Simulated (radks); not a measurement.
The numbers below are computed, except where a source is named.
Task: Coherent X-ray form factor from a spherical all-electron density. Code: a radial shooting solver on a logarithmic mesh with Libxc functionals. Model: non-relativistic Kohn-Sham, PW91, spin-polarised, spherical densities, point nucleus.

sin(theta)/lambda (1/angstrom)  f0 (electrons)
0.05                                    48.875
0.1                                     48.501
0.15                                    47.890
0.2                                     47.054
0.25                                    46.014
0.3                                     44.793
0.4                                     41.920
0.5                                     38.669
0.6                                     35.274
0.8                                     28.830
1                                       23.632
1.25                                    19.192
1.5                                     16.441
2                                       12.917

The species is in the configuration that NIST lists as its ground one. Which atom or ion scatters so?

Result: The lutetium ion Lu22+, [Kr] 4d10 4f3. Extrapolating in s^2 from the first two rows gives f0(0) = 49.0, near the electron count 49; among species with that count, the fall with angle is slower the higher Z, and the table is that of Z = 71; from so few rows the species is fixed only to a neighbour or two.
